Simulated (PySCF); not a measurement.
Geometry (Å), atoms numbered from 1 in this order:
```xyz
13

Bi    0.012    0.007    1.292
C     1.903   -0.002    0.030
H     2.547    0.841    0.318
H     1.627    0.088   -1.030
H     2.445   -0.944    0.192
C    -0.951    1.645    0.043
H    -0.821    1.409   -1.022
H    -0.475    2.609    0.269
H    -2.022    1.705    0.280
C    -0.949   -1.641    0.056
H    -2.036   -1.634    0.222
H    -0.543   -2.616    0.359
H    -0.737   -1.466   -1.008
```

Geometry: PBE0-D3(BJ)/def2-SVP; GIAO absolute shieldings from PySCF 2.14.0 with density-fitted response routines, gas phase, scalar relativity only through the core potential, averaged over equivalent atoms.

At wB97X-D/pcSseg-1 (def2-TZVP on Bi) (146 basis functions, 14 s wall time on 1 thread of an Arm Neoverse V2, shared host):
| atoms | σ (ppm) |
| --- | --- |
| C2/C6/C10 | 178.1 |
| H3/H4/H5/H7/H8/H9/H11/H12/H13 | 30.87 |

Task: Predict the values at PBE0/pcSseg-1 (def2-TZVP on Bi) on the same geometry.

Result: 
```csv
atoms,σ at PBE0/pcSseg-1 (def2-TZVP on Bi),change
C2/C6/C10,176.3,-1.8
H3/H4/H5/H7/H8/H9/H11/H12/H13,30.68,-0.19
```

The largest change is at C2/C6/C10 (carbon bonded to Bi, 3 H). Cost: 146 basis functions, 11 s wall time on 1 thread of an Arm Neoverse V2, shared host.

Bi is described by an effective core potential, so it has no shielding of its own here; spin–orbit effects on the atoms bonded to it, which can be large, are absent, and the values of these neighbours are rough.
